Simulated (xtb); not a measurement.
Cl$_{4}$MoO, charge -1, doublet, geometry from GFN2-xTB (such geometries of metal compounds can be far from the true shape) (the multiplicity is a formal guess). Base run: xtb 6.7.1 with GFN2-xTB.

Geometry (Å):
```xyz
6

Mo     0.1848    -0.2027     0.1635
O      1.1351    -1.2450     1.0043
Cl    -1.2286    -1.4500    -1.2448
Cl     0.7332     1.9933     0.8065
Cl     1.2849     0.3630    -1.8381
Cl    -1.7802     0.1803     1.3999
```
Charge -1, spin multiplicity 2.
All else is at xtb's defaults.
Base energy -24.80751 Eh.

Each row names what was changed in the base input (with any setting that the change needs).

```csv
change,ΔE vs base (kcal/mol),G_solv (kcal/mol),SCF cycles
base,0.000,-,15
alpb = acetone,-38.71,-38.74,15
gbsa = thf,-43.49,-43.61,13
gbsa = acetonitrile,-49.30,-49.50,13
etemp = 10000,-46.78,-,14
alpb = dmf,-39.24,-39.26,15
file = coord,0.000,-,15
acc = 30,0.000,-,11
```

ALPB and GBSA are two models with their own fitted parameters for each solvent, which aren't always the measured dielectric constant.
